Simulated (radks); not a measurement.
The numbers below are computed, except where a source is named.
Ionisation of Ca, [Ar] 4s2, to Ca+, [Ar] 4s1, under several functionals. Scalar-relativistic Kohn-Sham, spin-polarised, spherical densities, finite nucleus; open shells are filled with parallel spins first; a radial shooting solver on a logarithmic mesh with Libxc functionals.

functional	E(Ca) (hartree)	Exc (hartree)	IE (eV)	-e(HOMO) (eV)	<r> HOMO (bohr)	IE error (eV)
LDA (Slater exchange, VWN5 correlation)	-678.69736	-34.31007	6.235	3.863	3.973	+0.122
exchange-only B88	-679.73009	-35.37073	5.316	3.160	4.100	-0.797
Wu-Cohen GGA	-679.99247	-35.64189	5.980	3.766	4.005	-0.133
PBE	-680.32405	-35.98004	6.092	3.766	4.020	-0.022
MS2 meta-GGA	-680.52632	-36.19098	5.977	3.893	4.094	-0.136
r2SCAN	-680.51084	-36.16433	5.832	3.832	4.079	-0.281
LDA (Slater exchange, Perdew-Wang correlation)	-678.69038	-34.30282	6.241	3.864	3.973	+0.128
SOGGA	-679.32977	-34.96094	5.941	3.695	4.029	-0.172
AM05	-678.83679	-34.45386	5.979	3.717	4.020	-0.135

NIST Atomic Spectra Database: 6.113 eV (measured). Closest: PBE. The Delta-SCF values span 0.93 eV, the total energies 1.84 hartree. The highest occupied level is 4s.
